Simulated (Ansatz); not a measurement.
The same path of H2O + H4OSn (9 atoms, charge 0, multiplicity 1) was run twice with different band settings. Lost on the way: Sn1–H2, O7–H9. Made: Sn1–O7, H2–H9.

Method: RHF/def2-SVP in Ansatz 0.2.0.

Relaxed end points:

```xyz
9
Properties=species:S:1:pos:R:3
Sn -0.075 -0.404 -0.062
H -0.301 -1.027 1.501
H 1.543 -0.324 -0.577
O -0.817 1.444 -0.145
H -1.627 1.571 -0.612
H -1.018 -1.283 -1.197
O 1.073 1.839 1.762
H 1.817 2.326 1.442
H 0.327 2.153 1.261
```

```xyz
9
Properties=species:S:1:pos:R:3
Sn 0.412 0.212 -0.871
H -0.567 0.836 3.964
H 1.696 0.335 -1.974
O -0.872 1.579 -1.444
H -1.655 1.712 -0.933
H -0.334 -1.302 -0.698
O 0.998 0.685 0.943
H 1.458 1.500 1.073
H -0.214 0.737 3.312
```

Common settings: spring 5.0 eV/Å²; optimiser quadratic models (default); start path through a guess of the saddle point; force threshold 0.03 eV/Å; iteration limit 60; end points relaxed.

| run | movable images | climbing image |
| --- | --- | --- |
| 1 | 5 | yes |
| 2 | 4 | no |

(1) What does each run give, and how far can it be trusted?

Answers

(1) Run 1: converged after 60 iterations, highest image 2.353 eV above the first end. Neighbouring images differ by up to 2.2 eV, so the band resolves the path poorly. A vibrational analysis at the climbing image gives one clearly imaginary mode, 1814i cm⁻¹: a first-order saddle point.
Run 2: converged after 29 iterations, highest image 0.976 eV above the first end. No image climbed, so the highest image needn't sit at the top of the path. A band with more images between the same ends climbed to 2.35 eV, so this one has probably stepped over the top.
The orbitals stay closed-shell, which can raise the energy where a bond breaks towards radicals; this wasn't checked here.
